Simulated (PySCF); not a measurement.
**Computed properties of AlClFI, SMILES [F][Al]([Cl])[I]**

AlClFI, SMILES [Cl][Al]([F])[I]. Geometry optimised at B3LYP-D3(BJ)/def2-SVP. The def2 effective core potentials stand for the cores of I; spin–orbit coupling is left out. Other conformers were not sampled. All values are computed for the isolated molecule unless a solvent is named; none is compared with measurement here.

**Structure.** The optimised structure has Cs symmetry. All 6 harmonic modes at B3LYP-D3(BJ)/def2-SVP (PySCF) are real, so it is a minimum. With heavy atoms numbered as in [Al:1]([Cl:2])([F:3])[I:4], the shortest bond between them is Al1–F3 at 1.656 Å and the longest Al1–I4 at 2.447 Å.

**Vibrations.** The strongest infrared lines (harmonic, unscaled, degenerate partners summed) lie at 578 cm⁻¹ (191 km/mol, Al 65 %, Cl 31 %), 892 cm⁻¹ (113 km/mol, F 53 %, Al 46 %), 210 cm⁻¹ (42 km/mol, Al 76 %, F 17 %). The softest mode is at 116 cm⁻¹ and the zero-point energy is 3.3 kcal/mol.

**Electronic structure.** r2SCAN/def2-TZVPD (PySCF) places the frontier levels at -7.47 and -2.13 eV, a gap of 5.34 eV, and gives a dipole moment of 1.01 D and a mean polarisability of 71.8 bohr³.

**Excitations.** TDDFT-B3LYP/def2-SVPD (PySCF) has S1 at 5.02 eV (247 nm, f = 0.015, weak); the most intense of the 10 singlets computed lies at 7.22 eV (f = 0.16). T1 (TDA) is at 4.72 eV. No vertical singlet excitation falls in the visible range (under 3.1 eV).
